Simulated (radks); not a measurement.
All-electron atom: a nucleus of charge 1.9 with 1 electrons in 1s1. All-electron calculation, scalar-relativistic Kohn-Sham, r2SCAN, spin-unpolarised, spherical densities, finite nucleus; meta-GGA in the generalised Kohn-Sham scheme; Gaussian nuclear charge, rms radius 1.6755 fm; without spin polarisation the odd electron is poorly described. Program: a radial shooting solver on a logarithmic mesh with Libxc functionals.

Normalised radial functions P(r) = r R(r), r in bohr:

```
   r/bohr * 1s (the largest magnitude, 0.989, reaches the edge; | marks zero)
   0.0334 |        *
   0.0359 |        *
  0.03889 |         *
  0.04179 |          *
  0.04527 |           *
  0.04865 |            *
   0.0527 |            *
  0.05709 |             *
  0.06135 |              *
  0.06646 |                *
  0.07142 |                 *
  0.07737 |                  *
  0.08315 |                   *
  0.09007 |                    *
   0.0968 |                      *
   0.1049 |                       *
   0.1136 |                         *
   0.1221 |                          *
   0.1322 |                            *
   0.1421 |                              *
    0.154 |                               *
   0.1654 |                                 *
   0.1792 |                                   *
   0.1926 |                                     *
   0.2086 |                                       *
    0.226 |                                         *
   0.2429 |                                          *
   0.2631 |                                            *
   0.2828 |                                              *
   0.3063 |                                               *
   0.3292 |                                                 *
   0.3566 |                                                  *
   0.3832 |                                                   *
   0.4151 |                                                    *
   0.4497 |                                                     *
   0.4833 |                                                      *
   0.5236 |                                                      *
   0.5626 |                                                      *
   0.6095 |                                                      *
    0.655 |                                                     *
   0.7096 |                                                    *
   0.7625 |                                                   *
    0.826 |                                                 *
   0.8948 |                                              *
   0.9616 |                                            *
    1.042 |                                         *
    1.119 |                                       *
    1.213 |                                   *
    1.303 |                                *
    1.412 |                            *
    1.517 |                         *
    1.644 |                      *
     1.78 |                  *
    1.913 |               *
    2.073 |            *
    2.228 |          *
    2.413 |        *
    2.593 |      *
    2.809 |    *
    3.019 |   *
     3.27 |  *
```

1s: eigenvalue -35.040 eV, 0 radial nodes, <r> = 0.826 bohr, 90 % of the charge inside 1.48 bohr.
